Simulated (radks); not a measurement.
Results of a calculation; reference values are marked as such.
Task: All-electron atom: V9+ in [Ne] 3s2 3p2. Level of theory: Dirac Kohn-Sham, LDA (Slater exchange, Perdew-Wang correlation), spin-unpolarised, spherical densities, finite nucleus; open shells fill j = l - 1/2 first; Fermi nuclear charge, rms radius 3.6002 fm (a radial shooting solver on a logarithmic mesh with Libxc functionals). Some entries of the table are withheld. Estimate them.

| orbital | occ. | eigenvalue (eV) | <r> (bohr) |
|---|---|---|---|
| 1s1/2 | 2 | -5564.392 | 0.06655 |
| 2s1/2 | 2 | -806.7814 | 0.3069 |
| 2p1/2 | 2 | -714.7032 | (1) |
| 2p3/2 | 4 | -707.5137 | (2) |
| 3s1/2 | 2 | -242.5375 | 0.8398 |
| 3p1/2 | 2 | -215.5353 | 0.8454 |
| 3p3/2 | 0 | -214.2877 | 0.8502 |
| 3d3/2 | 0 | -173.2037 | 0.8228 |
| 3d5/2 | 0 | -173.0237 | 0.8240 |
| 4s1/2 | 0 | (3) | 1.708 |
| 4p1/2 | 0 | -100.9485 | (4) |
| 4p3/2 | 0 | -100.5415 | (5) |

Result: 
(1) 2p1/2 <r> (bohr): 0.2702
(2) 2p3/2 <r> (bohr): 0.2730
(3) 4s1/2 eigenvalue (eV): -110.7618
(4) 4p1/2 <r> (bohr): 1.767
(5) 4p3/2 <r> (bohr): 1.774
